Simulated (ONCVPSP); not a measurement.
**Pb (Z = 82), ONCV: configuration errors across variants**

```json
{
 "Element": "lead",
 "Generator": "ONCVPSP 4.0.1",
 "Type": "optimised norm-conserving Vanderbilt (ONCV)",
 "Functional": "LDA (Perdew-Wang 92)",
 "Relativity": "fully relativistic",
 "Frozen core": "[Xe] 4f14 5d10",
 "Valence charge": "4",
 "Reference configuration": "6s2 6p2",
 "Partial waves": "6s: rc 2.10 bohr, ncon 4, nbas 8, qcut 3.4 1/bohr, 2 projectors, debl 0.7 Ha; 6p: rc 2.05 bohr, ncon 4, nbas 8, qcut 4 1/bohr, 2 projectors, debl 2.7 Ha",
 "Local potential": "polynomial inside 1.60 bohr (lpopt 4, dvloc0 0 Ha)",
 "Core correction": "none"
}
```

Open shells are filled in proportion to 2j + 1.

All-electron excitation energies from the reference (eV): (1) 6s2 6p1 6.952; (2) 6s2 6p0 20.869; (3) 6s1 6p0 53.737; (4) 6s2 6p1.5 2.666.

3 further variants failed, have other tests or too few solved ones, and are left out.

A true bound ghost makes a file unfit for plane-wave use even where its test errors are small: the radial tests pick states by their node count and pass the ghost by.

Errors AE − PS in meV (a dash: test not solved or not reliable):

| change | (1) | (2) | (3) | (4) | bound ghosts | GHOST(+) flags above zero |
| --- | --- | --- | --- | --- | --- | --- |
| base | +8.7 | +69 | +278 | +1.6 | p3/2 | s |
| local potential polynomial inside 1.60 bohr (lpopt 4, dvloc0 8.5 Ha) | +8.5 | +69 | +278 | +1.5 | p3/2 | none |
| p: qcut 2.9 | +9.1 | +69 | +275 | +1.7 | none | s, p3/2, p1/2 |

**Question.** Give the same row for: s: rc 2.96.

**Answer.** +11, +88, +219, +2.0; bound ghosts: p3/2; GHOST(+) flags above zero: s.
